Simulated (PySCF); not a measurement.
**Correlation energy of Si⁺ (silicon, charge +1)**

[Ne] 3s2 3p1, 2P determinant. Calculation: PySCF 2.14, in dyall-acv3z; the non-relativistic Hamiltonian (point nucleus). Frozen: [Ne]; 3 electrons correlated; the 23 highest virtual orbitals of each spin left out.

```
  level  correlation energy (mhartree)
   CCSD                         -59.52
    (T)                          -1.15
CCSD(T)                         -60.67
```

Diagnostics: T1 = 0.015, D1 = 0.0328, largest double amplitude 0.105.

Cost of the coupled-cluster step: of the order of 10 core-seconds, for 3 correlated electrons.

Iterations:

```
CC2 = 0
CCSD nocc = (np.int64(2), np.int64(1)), nmo = (85, 85)
frozen orbitals [[0, 1, 2, 3, 4, 90, 91, 92, 93, 94, 95, 96, 97, 98, 99, 100, 101, 102, 103, 104, 105, 106, 107, 108, 109, 110, 111, 112], [0, 1, 2, 3, 4, 90, 91, 92, 93, 94, 95, 96, 97, 98, 99, 100, 101, 102, 103, 104, 105, 106, 107, 108, 109, 110, 111, 112]]
max_cycle = 100
direct = 0
conv_tol = 1e-08
conv_tol_normt = 1e-06
diis_space = 8
diis_start_cycle = 0
Init t2, MP2 energy = -0.0427545971725581
Init E_corr(UCCSD) = -0.0427545971731543
cycle = 1  E_corr(UCCSD) = -0.0528906419123963  dE = -0.0101360447  norm(t1,t2) = 0.0546316
cycle = 2  E_corr(UCCSD) = -0.0565920749091183  dE = -0.003701433  norm(t1,t2) = 0.0246374
cycle = 3  E_corr(UCCSD) = -0.0595176369152348  dE = -0.00292556201  norm(t1,t2) = 0.0120937
cycle = 4  E_corr(UCCSD) = -0.0594995558200873  dE = 1.80810951e-05  norm(t1,t2) = 0.00165591
cycle = 5  E_corr(UCCSD) = -0.0595288017026553  dE = -2.92458826e-05  norm(t1,t2) = 0.0002389
cycle = 6  E_corr(UCCSD) = -0.0595201085842152  dE = 8.69311844e-06  norm(t1,t2) = 4.73842e-05
cycle = 7  E_corr(UCCSD) = -0.059522382208334  dE = -2.27362412e-06  norm(t1,t2) = 1.42003e-05
cycle = 8  E_corr(UCCSD) = -0.0595222989673026  dE = 8.32410314e-08  norm(t1,t2) = 3.87915e-06
cycle = 9  E_corr(UCCSD) = -0.0595221185074383  dE = 1.80459864e-07  norm(t1,t2) = 7.54836e-07
cycle = 10  E_corr(UCCSD) = -0.05952216987353  dE = -5.13660917e-08  norm(t1,t2) = 2.14112e-07
cycle = 11  E_corr(UCCSD) = -0.0595221686600746  dE = 1.21345532e-09  norm(t1,t2) = 3.70827e-08
UCCSD converged
E(UCCSD) = -288.6375475167677  E_corr = -0.05952216866007463
UCCSD(T) correction = -0.00114757126827367
```
